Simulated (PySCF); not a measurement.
These compounds are isomers of formula C3H11NSi3.

A. SMILES C=C1[SiH2][C@H]1N([SiH3])[SiH3]
B. `C[C@@H](C#N)[SiH]([SiH3])[SiH3]`
C. `[SiH3][Si](C)([SiH3])CC#N`

Spectrum 1. 1H NMR (500 MHz, computed): δ 4.09 (m, 1H), 3.67 (d, 3H), 3.66 (d, 3H), 1.94 (m, 1H), 1.46 (d, 3H). 13C{1H} NMR (computed): δ 127.3 (C), 20.3 (CH3), 8.0 (CH).

Spectrum 2. 1H NMR (500 MHz, computed): δ 6.80 (m, 1H), 6.78 (m, 1H), 4.65 (s, 6H), 3.90 (m, 1H), 3.44 (m, 1H), 3.43 (m, 1H). 13C{1H} NMR (computed): δ 144.2 (C), 134.3 (CH2), 46.4 (CH).

Spectrum 3. 1H NMR (500 MHz, computed): δ 3.63 (s, 6H), 1.67 (s, 2H), 0.35 (s, 3H). 13C{1H} NMR (computed): δ 123.3 (C), 3.1 (CH2), -1.1 (CH3).

[PySCF: geometry from GFN2-xTB; σ from GIAO-PBE0/pcSseg-1; isolated molecule; one conformer; non-relativistic Hamiltonian; rapidly exchanging positions averaged]

Referencing at the same level of theory: 1H (31.72 ppm) and 13C (186.93 ppm) against TMS. Where no couplings were computed, multiplicities follow the n + 1 count of equivalent neighbours, and m marks all less simple cases (inequivalent or close neighbours, rings, F or P nearby). Shifts are as computed. Against solution values, carbons near 30 ppm lie about +3 ppm off and those near 130 ppm about +5 ppm. Of 1309 compounds with measured shifts, 239 miss one by over three times the rms of a fit or turn the order of signals round; such compounds aren't used in these exercises.

Which spectrum belongs to which compound?

## Answers

1–B, 2–A, 3–C.

- Spectrum 1 (B): 3 13C signals; δC 127.3 is a nitrile carbon; δC 20.3 is a methyl carbon.
- Spectrum 2 (A): 3 13C signals; δC 144.2 is a fully substituted alkene carbon; δC 134.3 is a terminal =CH2 carbon.
- Spectrum 3 (C): 3 13C signals; δC 123.3 is a nitrile carbon; δC 3.1 is an sp3 CH2 bonded to Si, α to a nitrile.
